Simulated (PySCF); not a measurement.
C₂H₈AlO (SMILES [CH3][Al+]([CH3])<-[OH2]), charge +1, singlet, at a GFN2-xTB geometry (such geometries of metal compounds can be far from the true shape), atoms displaced at random by about 0.03 Å a coordinate.

The PySCF input:
```python
from pyscf import gto, scf, dft

mol = gto.Mole()
mol.atom = '''
    Al    0.19087837   -0.18185187    0.16641162
    C     1.78306379    0.10412932   -0.94241646
    H     2.68743184   -0.52702943   -0.53186220
    H     2.13035426    1.06746809   -1.05724437
    H     1.66908366   -0.35644975   -1.95770782
    C    -0.93820106   -0.78588190    1.64364177
    H    -1.77346482   -1.34740486    1.31119547
    H    -1.37037017    0.10716431    2.21885187
    H    -0.36179171   -1.40189543    2.35208717
    O    -1.02404668    0.83125968   -0.81479723
    H    -0.87191588    1.28344812   -1.62150417
    H    -1.97359268    0.97390578   -0.61017502
'''
mol.basis = '6-31g'
mol.charge = 1
mol.verbose = 4
mol.build()

mf = dft.RKS(mol)
mf.xc = 'pbe'
mf.kernel()
g = mf.nuc_grad_method()
grad = g.kernel()
```

Task: Estimate the total energy that PBE/6-31G, gradient in PySCF returns for this input.

Result: -398.0602 Eh

Task: Estimate the Mulliken (on the basis functions themselves) charges in atom order that PBE/6-31G, gradient returns for this input.

Result: Al1 1.06, C2 -0.86, H3 0.23, H4 0.25, H5 0.24, C6 -0.85, H7 0.24, H8 0.23, H9 0.25, O10 -0.74, H11 0.47, H12 0.48

Task: Give the number of basis functions at the level PBE/6-31G, gradient.

Result: 56

Task: Estimate the HOMO energy that PBE/6-31G, gradient returns for this input.

Result: -11.82 eV

Task: Estimate the nuclear repulsion energy that PBE/6-31G, gradient returns for this input.

Result: 161.8743 Eh

Task: Predict the HOMO-LUMO gap from PBE/6-31G, gradient.

Result: 5.63 eV
